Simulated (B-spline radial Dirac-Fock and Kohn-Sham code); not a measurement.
These are calculated numbers from a radial B-spline solver; the model is relaxed Dirac-Fock hole states (ΔSCF) with Breit and QED corrections and a finite nucleus. Free neutral atoms.

Problem. Order these X-ray lines by photon energy, lowest first.
A. Tb Mζ2
B. Ca Lβ3
C. Cu Lβ6
D. Ni Lη
E. Ho Mζ2
F. Cu Lβ4

Solution. B (416.3 eV), D (756.9 eV), C (932.3 eV), A (947.8 eV), F (1020.7 eV), E (1036.0 eV).
